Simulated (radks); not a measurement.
Values are calculated unless marked as measured or tabulated.
Task: All-electron atom: neutral arsenic in [Ar] 3d10 4s2 4p2.5 4d0.5 (fractional occupations, a model configuration). Code: a radial shooting solver on a logarithmic mesh with Libxc functionals. Model: Dirac Kohn-Sham, Wu-Cohen GGA, spin-unpolarised, spherical densities, point nucleus; open shells fill j = l - 1/2 first. Some entries of the table are withheld. Estimate them.

orbital  occ.  eigenvalue (eV)  <r> (bohr)  r(max) (bohr)
1s1/2       2        -11716.53     0.04551        0.02974
2s1/2       2        -1489.001      0.2026         0.1702
2p1/2       2              (1)         (2)         0.1342
2p3/2       4              (3)         (4)         0.1372
3s1/2       2        -193.2987         (5)         0.5218
3p1/2       2              (6)      0.6101         0.5152
3p3/2       4              (7)      0.6208         0.5238
3d3/2       4         -44.4265      0.6756         0.4747
3d5/2       6         -43.6971      0.6803         0.4775
4s1/2       2         -17.5797       1.907          1.605
4p1/2       2          -8.1321       2.387            (8)
4p3/2     0.5          -7.8260       2.431            (9)
4d3/2     0.5          -0.4303       14.28          14.64

Result: 
(1) 2p1/2 eigenvalue (eV): -1331.169
(2) 2p1/2 <r> (bohr): 0.1747
(3) 2p3/2 eigenvalue (eV): -1294.599
(4) 2p3/2 <r> (bohr): 0.1784
(5) 3s1/2 <r> (bohr): 0.5985
(6) 3p1/2 eigenvalue (eV): -140.2608
(7) 3p3/2 eigenvalue (eV): -135.2297
(8) 4p1/2 r(max) (bohr): 1.919
(9) 4p3/2 r(max) (bohr): 1.955
